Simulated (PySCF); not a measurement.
CHCl₂NO₂Si, SMILES C(=O)=N[Si](O)(Cl)Cl.

The structure is a stationary point at ωB97X-D3(BJ)/def2-SVP. This is a generated structure with no PubChem entry under its InChIKey; it may be hypothetical. The values are those of a single conformer.

Two levels are set side by side: PBE/def2-TZVP (PySCF) and PBE0/def2-TZVP (PySCF). Same geometry, gas phase. Differences are taken from unrounded values.

```csv
quantity,PBE0,PBE,PBE minus PBE0
orbital gap (eV),9.02,6.59,-2.43
highest occupied level (eV),-9.13,-7.69,1.44
lowest empty level (eV),-0.12,-1.10,-0.98
dipole moment (D),1.82,1.78,-0.05
mean polarisability (bohr³),67.5,70.4,2.9
```

PBE's occupied levels lie high since its potential decays too fast outside the molecule; exact exchange lowers them and widens the gap. Loosely held outer electrons make PBE densities more polarisable. Differences between two approximate levels are no errors against the true value.

Rough cost on one machine, each run with all the roots and properties that it gave: PBE0 against PBE within a factor of 2.
